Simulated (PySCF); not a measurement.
Coordinates in bohr (charge 0 multiplicity 1):
```
As   -2.3811    0.0000    0.0000
O    -3.6089   -2.7705    0.0000
O    -3.6089    2.7705    0.0000
I     2.3155    0.0000    0.0000
```

These are results of PySCF, PBE0, basis As def2-TZVP, O def2-TZVP, I def2-TZVP with ECP28 (scalar-relativistic core potentials, no spin–orbit coupling, density fitting), not measurements.

This geometry of AsO2I is a stationary point at this level.

Task: What is the point group?

Result: C2v.

Task: Is it a minimum?

Result: Yes: all harmonic wavenumbers are real.

Task: What are the dipole moment and the gap between the highest occupied and lowest empty levels?

Result: 3.22 D and 5.23 eV.

Task: What is the atomisation energy, with and without zero-point energy?

Result: 1017 kJ/mol without, 999 kJ/mol with.

Other isomers or separated fragments may lie lower.
